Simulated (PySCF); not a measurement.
## Proton affinities (298 K, kJ/mol) at the best site tried

Energies: ωB97X-D3(BJ)/def2-TZVP (PySCF, density fitting, integration grid level 2) on PBE0-D3(BJ)/def2-SVP structures. Enthalpies at 298.15 K use unscaled PBE0-D3(BJ)/def2-SVP harmonic frequencies.

```
                                              molecule  value   site or products
                           methyl bromide, CBr (CH3Br)    670            C[BrH+]
                                          O=CO (CH2O2)    754           OC=[OH+]
2,2,2-trifluoroethyl formate, O=COCC(F)(F)F (C3H3F3O2)    758  [OH+]=COCC(F)(F)F
                                methylamine, CN (CH5N)    908            C[NH3+]
                            thiazole, c1cscn1 (C3H3NS)    916        c1csc[nH+]1
                                        N=[PH3] (H4NP)    968       [NH2+]=[PH3]
                                   CN(C)CCCN (C5H14N2)    970      C[NH+](C)CCCN
```

Gas phase, one low conformer a species, no spin-orbit coupling; the best conformer of a species may have been missed, which can turn small differences round.

Notes. methyl bromide: the best site listed is a halogen, a weak base; protonation of a C–C, C–H or other σ bond isn't listed and may be favoured.
